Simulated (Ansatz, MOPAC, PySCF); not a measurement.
Dissociation curve of H2Be, SMILES [BeH2]. The Be1–H3 bond (Be1 also carries H; H3 carries nothing else) is stretched with both fragments frozen at the PBE0/def2-TZVP optimised geometry.

- RKS-B3LYP/6-31G* = restricted B3LYP/6-31G*, spherical d (PySCF 2.14.0)
- UHF/LANL2DZ = unrestricted Hartree-Fock/LANL2DZ run with PySCF
- PM3, restricted, heats of formation (MOPAC)
- FCI = full CI/def2-SVP, frozen core (Ansatz, a program for electronic structure)

Energies relative to the lowest point of each curve near equilibrium, in eV; the last columns give the difference from FCI:

| R / Å | RKS-B3LYP/6-31G* | UHF/LANL2DZ | PM3 | FCI | RKS-B3LYP/6-31G* − FCI | UHF/LANL2DZ − FCI | PM3 − FCI |
|---|---|---|---|---|---|---|---|
| 0.99 | 1.541 | 1.604 | 0.800 | 1.594 | -0.053 | 0.010 | -0.794 |
| 1.07 | 0.789 | 0.830 | 0.398 | 0.811 | -0.022 | 0.019 | -0.413 |
| 1.14 | 0.377 | 0.403 | 0.175 | 0.386 | -0.010 | 0.017 | -0.212 |
| 1.21 | 0.135 | 0.150 | 0.049 | 0.139 | -0.004 | 0.011 | -0.090 |
| 1.25 | 0.056 | 0.066 | 0.013 | 0.059 | -0.002 | 0.007 | -0.046 |
| 1.30 | 0.007 | 0.011 | 0.000 | 0.008 | -0.001 | 0.003 | -0.008 |
| 1.34 | 0.000 | 0.000 | 0.013 | 0.000 | 0.000 | 0.000 | 0.013 |
| 1.37 | 0.011 | 0.009 | 0.034 | 0.010 | 0.001 | -0.001 | 0.024 |
| 1.44 | 0.081 | 0.076 | 0.124 | 0.078 | 0.003 | -0.002 | 0.046 |
| 1.50 | 0.179 | 0.174 | 0.240 | 0.174 | 0.005 | 0.001 | 0.066 |
| 1.55 | 0.283 | 0.279 | 0.362 | 0.274 | 0.009 | 0.005 | 0.088 |
| 1.65 | 0.530 | 0.536 | 0.668 | 0.513 | 0.017 | 0.023 | 0.155 |
| 1.78 | 0.903 | 0.928 | 1.148 | 0.868 | 0.035 | 0.061 | 0.280 |
| 1.98 | 1.519 | 1.592 | 1.938 | 1.441 | 0.078 | 0.151 | 0.497 |
| 2.18 | 2.129 | 2.232 | 2.688 | 1.986 | 0.143 | 0.246 | 0.702 |
| 2.42 | 2.808 | 2.706 | 3.535 | 2.553 | 0.255 | 0.154 | 0.983 |
| 2.69 | 3.478 | 2.985 | 4.409 | 3.053 | 0.425 | -0.068 | 1.356 |
| 2.96 | 4.043 | 3.123 | 5.133 | 3.409 | 0.634 | -0.286 | 1.724 |
| 3.24 | 4.525 | 3.193 | 5.715 | 3.648 | 0.877 | -0.455 | 2.067 |
| 3.67 | 5.093 | 3.237 | 6.362 | 3.835 | 1.258 | -0.598 | 2.527 |
| 4.07 | 5.473 | 3.252 | 6.787 | 3.903 | 1.569 | -0.651 | 2.884 |
| 4.72 | 5.865 | 3.262 | 7.252 | 3.937 | 1.929 | -0.675 | 3.316 |

RKS-B3LYP/6-31G* is furthest from FCI at 4.72 (1.929 eV, above); its mean absolute difference over the points is 0.333 eV.

UHF/LANL2DZ is furthest from FCI at 4.72 (-0.675 eV, below); its mean absolute difference over the points is 0.157 eV.

PM3 is furthest from FCI at 4.72 (3.316 eV, above); its mean absolute difference over the points is 0.831 eV.

The restricted form behind RKS-B3LYP/6-31G*, PM3 keeps the bonding electrons paired and can't separate into open-shell fragments. The unrestricted determinant behind UHF/LANL2DZ is spin-contaminated at 2.18 to 4.72 Å (<S²> up to 1.0, against 0.00 for a pure singlet).
